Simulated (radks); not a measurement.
The manganese ion Mn12+ is in [Ne] 3s2 3p1. Method: non-relativistic Kohn-Sham, PBE, spin-polarised, spherical densities, point nucleus; computed with a radial shooting solver on a logarithmic mesh with Libxc functionals. Open shells are filled with parallel spins first. One electron is removed from 2p, 2s, 3p, 3s in turn, with full relaxation. Which removal costs least, and what does each cost?

Answer. 3p 341.65 eV; 3s 368.16 eV; 2p 1003.4 eV; 2s 1100.3 eV. The 3p electron leaves first.
